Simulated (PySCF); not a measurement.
YF2, SMILES [F][Y+][F], charge +1. The structure is a stationary point at B3LYP-D3(BJ)/def2-TZVP. The multiplicity is an assumed one; other spin states were not compared. The isomer is the one that the SMILES or the coordinates give; other isomers of the formula were not compared. The def2 effective core potentials stand for the cores of Y; spin–orbit coupling is left out.

Problem. Give the equilibrium geometry at B3LYP-D3(BJ)/def2-TZVP (PySCF confirms it by a frequency run) as Cartesian coordinates in Å, and its point group. (An estimate is asked for; the answer gives what the named calculation found.)

Solution. point group C2v.
```xyz
3

Y      0.0000     0.0000     0.3396
F      0.0000    -1.5909    -0.7358
F      0.0000     1.5909    -0.7358
```
Charge +1, spin multiplicity 1.
